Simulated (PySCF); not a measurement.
C$_{2}$H$_{4}$F$_{2}$Si (SMILES C=C[SiH](F)F), singlet, at a GFN2-xTB geometry; MP2/def2-SVP run with PySCF.

The PySCF input:
```python
from pyscf import gto, scf, mp

mol = gto.Mole()
mol.atom = '''
    Si    0.47489047   -0.31017260    0.29742177
    F     0.76406834    1.21301576    0.69099637
    F     1.50738104   -0.55776084   -0.90061000
    C    -1.27617208   -0.48532454   -0.33854693
    C    -2.24938366    0.38729854   -0.11418193
    H     0.89458061   -1.13472455    1.40618836
    H    -1.50102596   -1.36639331   -0.92787210
    H    -2.08561154    1.28094004    0.46584414
    H    -3.24611965    0.25345593   -0.50516931
'''
mol.basis = 'def2-svp'
mol.verbose = 4
mol.max_memory = 1800
mol.build()

mf = scf.RHF(mol)
mf.kernel()

pt = mp.MP2(mf, frozen=9)
pt.kernel()
print('E(MP2) = %.10f' % pt.e_tot)
```

**Question.** Predict the main parts of the log of this PySCF run.

**Answer.** 
```
PySCF version 2.14.0

[INPUT] verbose = 4
[INPUT] num. atoms = 9
[INPUT] num. electrons = 48
[INPUT] charge = 0
[INPUT] spin (= nelec alpha-beta = 2S) = 0
[INPUT] symmetry False subgroup None
[INPUT] Mole.unit = angstrom
[INPUT] Symbol           X                Y                Z      unit          X                Y                Z       unit  Magmom
[INPUT]  1 Si     0.474890470000  -0.310172600000   0.297421770000 AA    0.897412927466  -0.586141265344   0.562045688783 Bohr   0.0
[INPUT]  2 F      0.764068340000   1.213015760000   0.690996370000 AA    1.443879903051   2.292267571181   1.305793892369 Bohr   0.0
[INPUT]  3 F      1.507381040000  -0.557760840000  -0.900610000000 AA    2.848537330962  -1.054015230607  -1.701906245045 Bohr   0.0
[INPUT]  4 C     -1.276172080000  -0.485324540000  -0.338546930000 AA   -2.411615719017  -0.917130462131  -0.639760978012 Bohr   0.0
[INPUT]  5 C     -2.249383660000   0.387298540000  -0.114181930000 AA   -4.250719066472   0.731888169044  -0.215772576074 Bohr   0.0
[INPUT]  6 H      0.894580610000  -1.134724550000   1.406188360000 AA    1.690512349246  -2.144318626320   2.657310879951 Bohr   0.0
[INPUT]  7 H     -1.501025960000  -1.366393310000  -0.927872100000 AA   -2.836527970262  -2.582109134338  -1.753424147625 Bohr   0.0
[INPUT]  8 H     -2.085611540000   1.280940040000   0.465844140000 AA   -3.941234612832   2.420625857589   0.880317841334 Bohr   0.0
[INPUT]  9 H     -3.246119650000   0.253455930000  -0.505169310000 AA   -6.134277106069   0.478962292347  -0.954631642436 Bohr   0.0

nuclear repulsion = 230.801278459511
number of shells = 44
number of NR pGTOs = 160
number of NR cGTOs = 94
basis = def2-svp
ecp = {}

******** <class 'pyscf.scf.hf.RHF'> ********
method = RHF
initial guess = minao
damping factor = 0
level_shift factor = 0
DIIS = <class 'pyscf.scf.diis.CDIIS'>
diis_start_cycle = 1
diis_space = 8
diis_damp = 0
SCF conv_tol = 1e-09
SCF conv_tol_grad = None
SCF max_cycles = 50
direct_scf = True
direct_scf_tol = 1e-13
Set gradient conv threshold to 3.16228e-05
Initial guess from minao.
init E= -566.001298270719
  HOMO = -0.301642130157298  LUMO = 0.0165641308758091  gap/eV = 8.65883
cycle= 1 E= -565.571421870823  delta_E= 0.43  |g|= 0.667  |ddm|= 2.84
  HOMO = -0.444802574819676  LUMO = 0.0746533773416815  gap/eV = 14.13512
cycle= 2 E= -565.649683540264  delta_E= -0.0783  |g|= 0.371  |ddm|= 0.776
  HOMO = -0.414566722594992  LUMO = 0.103862239972305  gap/eV = 14.10717
cycle= 3 E= -565.672350949896  delta_E= -0.0227  |g|= 0.0529  |ddm|= 0.262
  HOMO = -0.407604081952014  LUMO = 0.112682370816575  gap/eV = 14.15772
cycle= 4 E= -565.67328220162  delta_E= -0.000931  |g|= 0.00904  |ddm|= 0.0792
  HOMO = -0.408554013354308  LUMO = 0.11149319318148  gap/eV = 14.15121
cycle= 5 E= -565.673311250274  delta_E= -2.9e-05  |g|= 0.00246  |ddm|= 0.0144
  HOMO = -0.40840674098171  LUMO = 0.111536871323605  gap/eV = 14.14839
cycle= 6 E= -565.673313452174  delta_E= -2.2e-06  |g|= 0.000924  |ddm|= 0.00333
  HOMO = -0.408329383600826  LUMO = 0.111547514810602  gap/eV = 14.14657
cycle= 7 E= -565.673313830652  delta_E= -3.78e-07  |g|= 0.000208  |ddm|= 0.00144
  HOMO = -0.408335527981259  LUMO = 0.111536823859885  gap/eV = 14.14645
cycle= 8 E= -565.673313863448  delta_E= -3.28e-08  |g|= 6.27e-05  |ddm|= 0.000489
  HOMO = -0.408315074013792  LUMO = 0.111549565568482  gap/eV = 14.14624
cycle= 9 E= -565.673313866435  delta_E= -2.99e-09  |g|= 2.1e-05  |ddm|= 0.000148
  HOMO = -0.408319894215298  LUMO = 0.111546614561276  gap/eV = 14.14629
cycle= 10 E= -565.673313866799  delta_E= -3.64e-10  |g|= 7.83e-06  |ddm|= 5.11e-05
  HOMO = -0.408319672692651  LUMO = 0.111546933796883  gap/eV = 14.14629
Extra cycle  E= -565.673313866844  delta_E= -4.45e-11  |g|= 4.18e-06  |ddm|= 1.41e-05
converged SCF energy = -565.673313866844

******** <class 'pyscf.mp.mp2.RMP2'> ********
nocc = 15, nmo = 85
frozen orbitals 9
E(RMP2) = -566.396998395693  E_corr = -0.723684528849999
E(SCS-RMP2) = -566.38296618896  E_corr = -0.70965232211703
E_corr(same-spin) = -0.183195129811118
E_corr(oppo-spin) = -0.540489399038881
E(MP2) = -566.3969983957
```
